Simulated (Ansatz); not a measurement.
Consider the redistribution: `[CH3][AlH][SH]` + `SB1OC[SiH2]1` → `[CH3][Al]([SH])[SH]` + `B1OC[SiH2]1`.

Isolated molecules relaxed with PBE0-D4/def2-TZVP in Ansatz; ΔE leaves out vibrations. CCSD(T)/CBS adds triple-zeta CCSD(T) − MP2 to the extrapolated MP2 energy (def2 sets, frozen cores). This one scheme is used for every species. Functionals use def2-TZVPP. B3LYP here is the variant with VWN-RPA as its local correlation; programs differ in this. Each species was taken in one conformer, which may not be the lowest.

| level | ΔE (kcal/mol) | difference from CCSD(T)/CBS |
| --- | --- | --- |
| PBE-D4 | -7.8 | 2.5 |
| B3LYP-D4 | -8.9 | 1.4 |
| ωB97X-V | -9.1 | 1.2 |
| ωB97M-V | -9.4 | 0.9 |
| B2PLYP | -9.3 | 1.0 |
| PBE0 | -8.6 | 1.7 |
| B3LYP | -9.0 | 1.3 |
| SCS-MP2/def2-TZVPP | -9.6 | 0.7 |
| CCSD(T)/def2-TZVPP | -9.5 | 0.8 |
| HF/CBS(def2) | -10.7 | -0.4 |
| CCSD(T)/CBS | -10.3 | 0 |

Largest T1 diagnostic among the species: 0.016.

In def2-TZVPP, CCSD(T) changes the Hartree–Fock value by +1.1 kcal/mol (the triples alone add +0.3 kcal/mol) and MP2 by +1.1 kcal/mol. From PBE to PBE0 (25 % exact exchange), in def2-TZVPP and without D4, ΔE moves by −0.8 kcal/mol.
